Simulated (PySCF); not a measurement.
CH3AlCl2S, SMILES C[S][Al]([Cl])[Cl]. Atoms are numbered in the order given.

```xyz
8

Al     0.0130     0.3860     0.0000
Cl     0.9235     2.2711     0.0000
Cl    -2.0852     0.2461     0.0000
S      1.2542    -1.3820     0.0000
C      0.0228    -2.7609     0.0000
H     -1.0100    -2.3908     0.0000
H      0.1926    -3.3715    -0.8966
H      0.1926    -3.3715     0.8966
```

The structure is a stationary point at B3LYP-D3(BJ)/def2-SVP. One conformer was computed; it need not be the lowest.

The numbers are results of PBE/def2-TZVP run with PySCF, not measurements.

Gas-phase values at a fixed geometry.

Computed frontier levels, gap, dipole moment and polarisability:
```yaml
highest_occupied_level: -6.41 eV
lowest_empty_level: -1.81 eV
orbital_gap: 4.60 eV
dipole_moment: 2.08 D
quadrupole, principal values (traceless, Buckingham form, about the centre of nuclear charge): -7.15, 2.46, 4.69 D·Å
mean_static_polarisability: 82.4 bohr³ (12.20 Å³)
polarisability_principal_values: 59.7, 84.1, 103.2 bohr³
```
